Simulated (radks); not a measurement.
Problem. All-electron atom: Cu I in [Ar] 3d10 4s1. Method: scalar-relativistic Kohn-Sham, PBE, spin-unpolarised, spherical densities, point nucleus; computed with a radial shooting solver on a logarithmic mesh with Libxc functionals. Some entries of the table are withheld. Estimate them.

orbital  occ.  eigenvalue (eV)  <1/r> (bohr^-1)
1s          2        -8851.171            29.16
2s          2        -1062.475            6.328
2p          6        -916.9772            6.210
3s          2              (1)            1.997
3p          6         -72.1442              (2)
3d         10              (3)            1.368
4s          1          -4.6101           0.4447

Solution. 
(1) 3s eigenvalue (eV): -114.7042
(2) 3p <1/r> (bohr^-1): 1.842
(3) 3d eigenvalue (eV): -5.0389
